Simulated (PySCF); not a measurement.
Computed shifts of a molecule C2H6N2Si2, PBE0/pcSseg-1 (PySCF), GIAO, gas phase, atoms alike by connectivity averaged where their shifts nearly agree, in ppm (number of nuclei): ¹³C: 195.3 (1), 171.9 (1). ¹⁵N: 489.3 (1), 268.5 (1). ²⁹Si: -76.2 (1), -125.5 (1). ¹H: 10.13 (1), 9.62 (1), 5.33 (1), 5.18 (1), 4.15 (1), 3.60 (1). References: ¹³C against TMS (σ = 186.3 ppm); ¹⁵N against NH3 (σ = 267.4 ppm); ²⁹Si against TMS (σ = 352.7 ppm); ¹H against TMS (σ = 31.56 ppm), references at their B3LYP-D3(BJ)/def2-TZVP geometries, non-relativistic. Geometry: r2SCAN-D4/def2-SVP. Other conformers were not sampled.

Q: Pick the molecule that these values belong to.
A) N#C/N=C/[SiH2][SiH3]
B) C1=NC=N[SiH2][SiH2]1
C) N#CN=C([SiH3])[SiH3]
D) [SiH3]C1=N[SiH2]N=C1

A: B, C1=NC=N[SiH2][SiH2]1
